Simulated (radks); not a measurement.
Br I, 35 electrons, occupied as [Ar] 3d10 4s2 4p4 6d1 (not the ground configuration).

Calculated with a radial shooting solver on a logarithmic mesh with Libxc functionals: scalar-relativistic Kohn-Sham, SCAN, spin-polarised, spherical densities, finite nucleus; open shells are filled with parallel spins first; meta-GGA in the generalised Kohn-Sham scheme; Fermi nuclear charge, rms radius 4.1629 fm.

Energy parts (eV):
total: -70930.833
kinetic: 72468.076
electron-nucleus: -170712.457
Hartree: 29829.295
exchange-correlation: -2515.747

Orbitals (lengths in bohr, moments of r in powers of bohr; <r^-3> diverges for s and p1/2):
| orbital | occ. | eigenvalue (eV) | <r^-3> | <r> | <1/r> |
|---|---|---|---|---|---|
| 1s up | 1 | -13362.73 | - | 0.04275 | 35.65 |
| 1s down | 1 | -13362.56 | - | 0.04275 | 35.65 |
| 2s up | 1 | -1757.768 | - | 0.1893 | 7.914 |
| 2s down | 1 | -1757.708 | - | 0.1893 | 7.914 |
| 2p up | 3 | -1549.017 | 1357 | 0.1654 | 7.729 |
| 2p down | 3 | -1548.867 | 1357 | 0.1655 | 7.729 |
| 3s up | 1 | -254.2448 | - | 0.5500 | 2.600 |
| 3s down | 1 | -254.0809 | - | 0.5501 | 2.598 |
| 3p up | 3 | -187.4908 | 197.1 | 0.5633 | 2.443 |
| 3p down | 3 | -187.2842 | 197.0 | 0.5631 | 2.443 |
| 3d up | 5 | -77.7784 | 23.22 | 0.5906 | 2.151 |
| 3d down | 5 | -77.4746 | 23.29 | 0.5885 | 2.155 |
| 4s up | 1 | -30.8430 | - | 1.641 | 0.8051 |
| 4s down | 1 | -28.3936 | - | 1.643 | 0.8069 |
| 4p up | 3 | -17.3399 | 16.51 | 1.941 | 0.6730 |
| 4p down | 1 | -15.0047 | 16.24 | 1.971 | 0.6662 |
| 6d up | 1 | -0.4468 | 0.03490 | 26.19 | 0.05733 |

The highest occupied level is 6d up at -0.447 eV. The spin density at the nucleus is -0.0146 e/bohr^3 (1s -0.2579, 2s 0.1899, 3s 0.4756, 4s -0.4222). The electron density at the nucleus is 4.495e+04 e/bohr^3 (large components only). Summed over all electrons, <r^2> = 803.7 bohr^2, which gives a Langevin (diamagnetic) susceptibility term of -637 x 10^-6 cm^3/mol. Spin moment in Bohr magnetons: 3.
